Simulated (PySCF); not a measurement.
PySCF input file for H4PSi, SMILES [SiH3][PH], multiplicity 2, SMD-PBE0/def2-SVP. Geometry optimised at PBE-D3(BJ)/def2-TZVP. The isomer is the one that the SMILES or the coordinates give; other isomers of the formula were not compared.

```python
import numpy as np
from pyscf import gto, scf, dft
from pyscf.solvent import smd

mol = gto.M(
    atom='''
    Si    0.00064203   -1.04972315    0.00000000
    P    -0.09388755    1.20773496    0.00000000
    H     0.72223847   -1.55003191    1.21442690
    H    -1.38690260   -1.60461248    0.00000000
    H     0.72223845   -1.55003190   -1.21442692
    H     1.34175051    1.28477592   -0.00000000
    ''',
    basis='def2-SVP',
    charge=0,
    spin=1,
    max_memory=1600,
    verbose=3,
)
mf = dft.UKS(mol, xc='pbe0').density_fit(auxbasis='def2-universal-jkfit')
mf.grids.level = 3
mf.conv_tol = 1e-9
mf.max_cycle = 100
mf.kernel()
fine, coarse = mf.grids, dft.Grids(mol).set(level=1).build(with_non0tab=True)
for _ in range(3):  # follow internal instabilities
    mf.grids = coarse
    mo, _, stable, _ = mf.stability(return_status=True, nroots=4)
    mf.grids = fine
    if stable:
        break
    mf.kernel(mf.make_rdm1(mo, mf.mo_occ))
res = {}
for name in ['water', '1-octanol', 'acetonitrile']:
    s = mf.SMD()
    s.with_solvent.solvent, s.with_solvent.sasa_ng = name, 302
    s.kernel(mf.make_rdm1())
    res[name] = (s.e_tot, s.with_solvent.get_cds(), s.dip_moment(), s.mo_energy, s.converged)
    print(f'SMD {name}: dG(solv) = {(s.e_tot - mf.e_tot) * 627.509474:.3f} kcal/mol, of which CDS {res[name][1] * 627.509474:.3f}')
```

It prints:

```

WARN: HOMO -0.21871827366481 >= LUMO -0.218718273664812

converged SCF energy = -632.750336067742  <S^2> = 0.75487377  2S+1 = 2.0048678
<class 'pyscf.df.df_jk.DFUKS'> wavefunction is stable in the internal stability analysis
converged SCF energy = -632.748353145055  <S^2> = 0.75485005  2S+1 = 2.0048442
Dipole moment(X, Y, Z, Debye):  0.93787, -0.59720,  0.00000
SMD water: dG(solv) = 1.244 kcal/mol, of which CDS 2.297
converged SCF energy = -632.750691627072  <S^2> = 0.75485379  2S+1 = 2.0048479
Dipole moment(X, Y, Z, Debye):  0.88059, -0.57367,  0.00000
SMD 1-octanol: dG(solv) = -0.223 kcal/mol, of which CDS 0.669
converged SCF energy = -632.750664933869  <S^2> = 0.75485074  2S+1 = 2.0048449
Dipole moment(X, Y, Z, Debye):  0.92715, -0.59291,  0.00000
SMD acetonitrile: dG(solv) = -0.206 kcal/mol, of which CDS 0.817
```

The calculation finished and met its thresholds.
